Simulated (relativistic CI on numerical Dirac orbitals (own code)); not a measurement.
**Electric-dipole transitions in Tc¹⁰⁺**

Method of calculation: Dirac-Coulomb-Breit CI, orbitals from a KLI potential per configuration, a model potential for QED, unscaled Slater integrals (own radial code, finite nucleus).

Configuration list (outside the closed core [Ar] 3d10): 4s2 4p3, 4s 4p4, 4p5, 4s2 4p2 4d, 4s 4p3 4d, 4s2 4p2 4f, 4s 4p3 4f, 4p4 4d, 4s2 4p2 5s, 4s 4p2 4d2, 4s2 4p2 5p, 4s2 4p 4d 4f, 4p4 5s, 4p4 4f, 4s 4p3 5s, 4s2 4p2 5d, 4s 4p2 4d 5s, 4s 4p3 5p, 4s2 4p2 6s, 4s2 4p 4f 5s, 4s2 4p2 5f, 4s2 4p2 6p, 4s2 4p2 5g, 4s 4p3 5d, 4s2 4p2 6d, 4p3 4d 4f, 4s 4p2 5s2, 4s2 4p 4d2, 4s2 4d3, 4s 4p 4d3, 4s2 4d2 4f, 4s 4p 4d2 4f, 4s2 4d2 5s, 4p3 4d2, 4p2 4d3, 4p2 4d2 4f, 4p2 4d2 5s, 4s2 4p 4f2, 4s2 4d 4f2, 4s 4p 4d 4f2, 4s2 4f3, 4s 4p 4f3, 4s2 4f2 5s, 4s2 4p 4d 5s, 4s 4p 4d2 5s, 4s2 4d 4f 5s, 4s 4p 4d 4f 5s, 4s2 4d 5s2, 4p3 4f2, 4p2 4d 4f2, 4p2 4f3, 4p2 4f2 5s, 4s 4p2 4d 4f, 4s2 4p 5s2, 4s 4p 4d 5s2, 4s2 4f 5s2, 4s 4p 4f 5s2, 4p3 4d 5s, 4p2 4d 4f 5s, 4p2 4d 5s2, 4s 4p2 4f 5s, 4s 4p 4f2 5s. Double excitations out of closed p, d and f shells are left out; levels of such configurations are missing from the list, as are those of other unlisted configurations, and high levels can miss mixing partners. These lack a partner that the ground configuration has and come out too high: 4s2 4p2 5p, 4s2 4p2 5d, 4s 4p3 5p, 4s2 4p2 6s, 4s2 4p2 5f.

```tsv
λ vac (Å)	Lower	Upper	A (s⁻¹)	gf	Branching (%)
209.31	4s2 4p3 2D°_5/2 [3]	4s2 4p2 4d 2F_7/2 [39]	2.01e+11	1.06e+01	100.0
209.72	4s 4p4 4P_5/2 [6]	4s 4p3 4d 4D°_7/2 [83]	1.23e+11	6.47e+00	96.6
210.00	4s2 4p3 2D°_3/2 [2]	4s2 4p2 4d 2F_5/2 [36]	1.57e+11	6.25e+00	80.8
210.00	4s2 4p3 2P°_1/2 [4]	4s2 4p2 4d 2D_3/2 [40]	1.15e+11	3.05e+00	69.9
210.15	4s 4p4 2D_3/2 [9]	4s 4p3 4d 2F°_5/2 [108]	1.08e+11	4.28e+00	75.2
210.53	4s 4p4 2D_5/2 [10]	4s 4p3 4d 2F°_7/2 [112]	1.78e+11	9.44e+00	97.4
211.62	4s2 4p2 4d 4F_5/2 [15]	4s2 4p 4d2 4F°_5/2 [159]	8.94e+10	3.60e+00	53.1
212.43	4s2 4p3 4S°_3/2 [1]	4s2 4p2 4d 4P_1/2 [31]	1.02e+11	1.38e+00	69.3
212.83	4s2 4p3 4S°_3/2 [1]	4s2 4p2 4d 2D_3/2 [30]	5.94e+10	1.61e+00	86.5
213.83	4s 4p4 4P_3/2 [7]	4s 4p3 4d 4D°_5/2 [89]	7.91e+10	3.25e+00	77.2
214.43	4s2 4p2 4d 4F_7/2 [17]	4s2 4p 4d2 4F°_7/2 [165]	7.10e+10	3.91e+00	51.7
214.96	4s 4p4 4P_5/2 [6]	4s 4p3 4d 4P°_5/2 [78]	7.06e+10	2.94e+00	83.9
215.11	4s 4p3 4d 6D°_9/2 [47]	4s 4p2 4d2 6D_9/2 [325]	1.42e+11	9.82e+00	95.7
215.38	4s 4p4 4P_5/2 [6]	4s 4p3 4d 4P°_3/2 [77]	1.14e+11	3.18e+00	94.3
216.00	4s 4p4 2S_1/2 [11]	4s 4p3 4d 2P°_3/2 [123]	1.04e+11	2.90e+00	76.4
216.08	4s2 4p3 2D°_3/2 [2]	4s2 4p2 4d 2D_3/2 [33]	1.05e+11	2.94e+00	76.4
216.16	4s2 4p3 4S°_3/2 [1]	4s2 4p2 4d 4P_3/2 [29]	9.61e+10	2.69e+00	90.8
217.02	4s2 4p3 2P°_3/2 [5]	4s2 4p2 4d 2D_5/2 [41]	1.67e+11	7.09e+00	93.9
217.53	4s2 4p2 4d 4F_9/2 [21]	4s2 4p 4d2 4F°_9/2 [168]	7.99e+10	5.67e+00	49.0
217.85	4s2 4p2 4d 2G_7/2 [25]	4s2 4p 4d2 2G°_9/2 [188]	1.04e+11	7.41e+00	61.5
217.85	4s2 4p3 4S°_3/2 [1]	4s2 4p2 4d 4P_5/2 [27]	1.34e+11	5.72e+00	90.2
217.94	4s2 4p2 4d 2F_5/2 [36]	4s2 4p 4d2 2G°_7/2 [233]	3.06e+11	1.74e+01	88.1
217.97	4s2 4p2 4d 2G_9/2 [26]	4s2 4p 4d2 2H°_11/2 [193]	1.60e+11	1.37e+01	94.1
218.05	4s2 4p2 4d 2F_7/2 [39]	4s2 4p 4d2 2G°_9/2 [243]	3.49e+11	2.49e+01	97.9
218.17	4s 4p4 2P_3/2 [12]	4s2 4p2 4f 2D°_5/2 [122]	8.87e+10	3.80e+00	77.2
218.90	4s2 4p2 4d 4D_7/2 [23]	4s2 4p 4d2 2G°_9/2 [178]	6.75e+10	4.85e+00	40.4
220.50	4s2 4p2 4d 2D_3/2 [33]	4s2 4p 4d2 2F°_5/2 [219]	1.84e+11	8.05e+00	65.1
220.82	4s 4p4 4P_5/2 [6]	4s 4p3 4d 4P°_5/2 [74]	4.53e+10	1.99e+00	82.4
222.32	4s2 4p2 4d 4F_9/2 [21]	4s2 4p2 4f 4G°_11/2 [160]	1.37e+11	1.22e+01	95.2
222.62	4s2 4p2 4d 4F_7/2 [17]	4s2 4p2 4f 4G°_9/2 [150]	6.81e+10	5.06e+00	51.6
222.65	4s 4p4 2P_3/2 [12]	4s 4p3 4d 2P°_3/2 [120]	1.27e+11	3.78e+00	71.7
223.30	4s2 4p2 4d 4P_5/2 [27]	4s2 4p 4d2 4D°_7/2 [187]	2.33e+11	1.39e+01	89.2
223.84	4s2 4p2 4d 2D_3/2 [40]	4s2 4p 4d2 2F°_5/2 [249]	2.60e+11	1.17e+01	87.0
223.85	4s2 4p2 4d 2D_5/2 [34]	4s2 4p 4d2 2F°_7/2 [215]	1.15e+11	6.92e+00	47.6
223.86	4s2 4p2 4d 2D_5/2 [41]	4s2 4p 4d2 2G°_7/2 [252]	2.99e+11	1.80e+01	92.3
223.88	4s2 4p2 4d 4F_5/2 [15]	4s2 4p2 4f 4F°_7/2 [140]	6.60e+10	3.97e+00	62.8
223.99	4s2 4p2 4d 2G_7/2 [25]	4s2 4p 4d2 2G°_7/2 [182]	9.86e+10	5.94e+00	58.4
225.02	4s2 4p3 2D°_5/2 [3]	4s2 4p2 4d 2D_5/2 [32]	7.80e+10	3.55e+00	72.6
226.15	4s2 4p2 4d 2F_7/2 [20]	4s2 4p2 4f 4G°_9/2 [150]	5.24e+10	4.02e+00	39.6
226.53	4s2 4p2 4d 2F_5/2 [16]	4s2 4p2 4f 2G°_7/2 [145]	9.16e+10	5.64e+00	67.2
226.76	4s2 4p2 4d 2P_3/2 [24]	4s 4p3 4d 2D°_5/2 [174]	1.15e+11	5.32e+00	58.0
227.62	4s2 4p2 4d 4D_7/2 [23]	4s2 4p 4d2 4D°_7/2 [170]	7.90e+10	4.91e+00	69.9
229.20	4s2 4p3 2P°_3/2 [5]	4s2 4p2 4d 2P_3/2 [38]	7.07e+10	2.23e+00	59.5
229.36	4s2 4p2 4d 2D_5/2 [32]	4s2 4p2 4f 2F°_7/2 [202]	1.12e+11	7.05e+00	65.3
249.74	4s2 4p3 2D°_5/2 [3]	4s2 4p2 4d 2P_3/2 [24]	4.48e+10	1.68e+00	52.7
```

Terms are leading LS components. Brackets give the number of a level in order of energy, since labels repeat. The list gives strong lines, with weight on those to low levels, without lines whose two gauges differ by over a factor of 2.5, among the lowest 400 of 11392 levels, so that lines to higher ones, which can be the strongest, are missing. Levels whose partners in the same complex of configurations lie outside the list can be far off, and so can their lines. Rates are taken at the computed energies, electric ones in the length gauge.

At this charge energies of transitions that change n are usually good to better than 1 %, and those within a shell (Δn = 0) to a few per cent.

LS names give the leading component of a level, which can be under half, so a name can repeat, a term be missing and a line seem to break the LS rules.
